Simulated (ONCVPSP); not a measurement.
nickel: one change to an ONCV potential, before and after

* Element: Ni
* Generator: ONCVPSP 4.0.1
* Type: optimised norm-conserving Vanderbilt (ONCV)
* Functional: LDA (Perdew-Zunger)
* Relativity: fully relativistic
* Frozen core: [Ne]
* Valence charge: 18
* Reference configuration: 3s2 3p6 3d7 (charge +3)
* Partial waves: 3s: rc 1.05 bohr, ncon 3, nbas 6, qcut 11.8 1/bohr, 3 projectors, debl 3.4 Ha; 3p: rc 0.95 bohr, ncon 4, nbas 7, qcut 17.7 1/bohr, 2 projectors, debl 1.4 Ha; 3d: rc 1.00 bohr, ncon 5, nbas 9, qcut 14 1/bohr, 2 projectors, debl 1.7 Ha
* Local potential: polynomial inside 0.60 bohr (lpopt 5, dvloc0 -1 Ha)
* Core correction: Teter function, parameters optimised by the program

Open shells are filled in proportion to 2j + 1.

In the s channel the program set the typed energies aside and used -5.514, 0.250, 3.650 Ha. In the p channel the program set the typed energies aside and used -4.037, 0.250 Ha (j = l + 1/2; the other j can differ). In the d channel the program set the typed energies aside and used -1.737, 0.250 Ha (j = l + 1/2; the other j can differ).

Change: core [Ar], valence charge 10; reference 3d8 4s1.5 4p0.5; waves now 4s: rc 2.05 bohr, ncon 5, nbas 9, qcut 2.6 1/bohr, 1 projector; 4p: rc 2.30 bohr, ncon 4, nbas 7, qcut 2.9 1/bohr, 3 projectors, debl 2.2 Ha; 3d: rc 1.40 bohr, ncon 5, nbas 9, qcut 12.5 1/bohr, 2 projectors, debl 3 Ha; local potential polynomial inside 1.10 bohr (lpopt 3, dvloc0 6 Ha).

Cutoffs: the cutoffs (Ha) at which the residual kinetic energy of the hardest occupied pseudo-wave falls to 1 and 0.1 mHa per electron; they do not see the model core or the augmentation charge, which bear on the density cutoff. Errors are all-electron minus pseudo energies relative to the spin-unpolarised reference configuration.

What does the change do?

The potential gets softer (91 Ha and 185 Ha → 61 Ha and 68 Ha); neither file shows a bound ghost. The shells moved into the core no longer need plane waves of their own. Several settings change at once here, so the effects cannot be laid on one of them.

```csv
quantity,base,changed
"cutoff, loose",91 Ha,61 Ha
"cutoff, tight",185 Ha,68 Ha
loose cutoff by channel,"s 50 Ha, p 79 Ha, d 91 Ha","s 11 Ha, p 1.9 Ha, d 61 Ha"
bound ghosts,none,none
GHOST(+) flags under 300 eV,none,p3/2 at 198.0 eV
"largest error over its own tests, meV",+9.0,-307
"rms error of d²Exc/dni dnj with the model core, mHa",1.37,1.90
```
